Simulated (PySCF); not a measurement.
Compound: C₈H₁₅F.
SMILES with atom numbers: `[CH3:1][CH2:2][C@H:3]1[CH2:4][CH2:5][C@H:6]([F:7])[CH2:8][CH2:9]1`

NICS = −σ at a ghost point: NICS(0) at the centroid of the ring atoms, NICS(1) 1 Å to either side along the normal of their mean plane, zz for the tensor component along that normal. Level: GIAO PBE0/pcSseg-1 (PySCF, non-relativistic, gas phase) on the GFN2-xTB geometry, one conformer.

Ring bond lengths (Å), with Mayer bond orders in brackets: C3–C4 1.530 (0.99), C4–C5 1.526 (1.04), C5–C6 1.522 (1.02), C6–C8 1.522 (1.02), C8–C9 1.525 (1.04), C9–C3 1.532 (1.01).

**Question.** Give the NICS values of each ring in ppm.

**Answer.** 
```json
{"ring": "C3–C4–C5–C6–C8–C9", "type": "6-membered carbocycle; formal bonds all single", "NICS(0)": "-3.9", "NICS(1), two faces": "-4.0 / -2.4", "NICS(1)zz, two faces": "1.3 / 3.3", "rms pucker (Å)": "0.24", "centre to ring atoms, mean (Å)": "1.47"}
```

**Question.** What do they say, and how far can they be read as aromaticity?

**Answer.** 
- C3–C4–C5–C6–C8–C9: mean NICS(1)zz 2.3 ppm, near zero. C3, C4, C5, C6, C8, C9 have four or more neighbours, and the NICS criterion for π rings isn't applied.

**Question.** At the second NICS(1) probe listed for ring C3–C4–C5–C6–C8–C9, 1 Å off the ring, how large is the induced field along the normal in 9.4 T applied along it?

**Answer.** NICSzz × B0 = 3.3 ppm × 9.4 T = 31 μT, along the applied field.

**Question.** Give the inner angles of the rings and the Hirshfeld charges of the ring atoms.

**Answer.** 
- C3–C4–C5–C6–C8–C9: C3 109.4° (-0.022 e), C4 111.3° (-0.067 e), C5 110.1° (-0.080 e), C6 110.7° (+0.064 e), C8 109.7° (-0.081 e), C9 111.6° (-0.067 e); sum 662.7° against 720° for a flat convex ring.

The run took 45 s of wall time on one thread, x86-64 server, no GPU, shared host. This is the whole shielding run at PBE0/pcSseg-1, SCF included.
